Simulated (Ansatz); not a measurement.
Consider the cleavage of the Al–Si bond: `CO[SiH2][AlH][CH3]` + H₂Te → `[CH3][AlH][TeH]` + `CO[SiH3]`.

Computed with Ansatz on PBE0-D4/def2-TZVP structures; ΔE is electronic, products minus reactants. CBS: MP2 limit from def2 TZ/QZ plus the TZ coupled-cluster correction, frozen cores. DFT in def2-TZVPP. def2 core potentials past Kr. For Te outer-core shells are correlated without core-valence functions, which leaves a few kJ/mol of doubt a bond. Each species was taken in one conformer, which may not be the lowest.

```json
{"species": "`CO[SiH2][AlH][CH3]`", "r2SCAN-D4 energy (Eh)": "-688.72640"}
{"species": "H₂Te", "r2SCAN-D4 energy (Eh)": "-269.31366"}
{"species": "`[CH3][AlH][TeH]`", "r2SCAN-D4 energy (Eh)": "-551.67667"}
{"species": "`CO[SiH3]`", "r2SCAN-D4 energy (Eh)": "-406.41505"}
```

Question: Work out ΔE.

Answer: ΔE = (-551.67667) + (-406.41505) − (-688.72640) − (-269.31366) = -0.05166 Eh = -135.6 kJ/mol. CCSD(T)/CBS gives -140.7 kJ/mol.

Largest T1 diagnostic among the species: 0.011.

From PBE to PBE0 (25 % exact exchange), in def2-TZVPP and without D4, ΔE moves by −7.1 kJ/mol.
